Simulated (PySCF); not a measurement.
Ta(O)(Cl)3, SMILES [O]=[Ta]([Cl])([Cl])[Cl] (Cl₃OTa) (PBE0/def2-SVP optimised geometry):

```
5

Ta    -0.716    -1.062     0.000
O     -1.207    -1.788     1.457
Cl    -1.573    -2.340    -1.700
Cl     1.577    -1.062     0.000
Cl    -1.577     1.062     0.000
```

Calculation: PBE0/def2-TZVP, def2 effective core potentials past Kr in PySCF.

Problem. What are the frontier orbital energies and the dipole moment?

Solution. HOMO-2 -9.99 eV, HOMO-1 -9.78 eV, HOMO -9.78 eV, LUMO -2.84 eV, LUMO+1 -2.84 eV; dipole moment 1.62 D.

On the same geometry PBE/def2-TZVP, def2 effective core potentials past Kr run with PySCF gives HOMO-2 -8.60 eV, HOMO-1 -8.31 eV, HOMO -8.31 eV, LUMO -3.57 eV, LUMO+1 -3.57 eV; dipole moment 1.51 D.
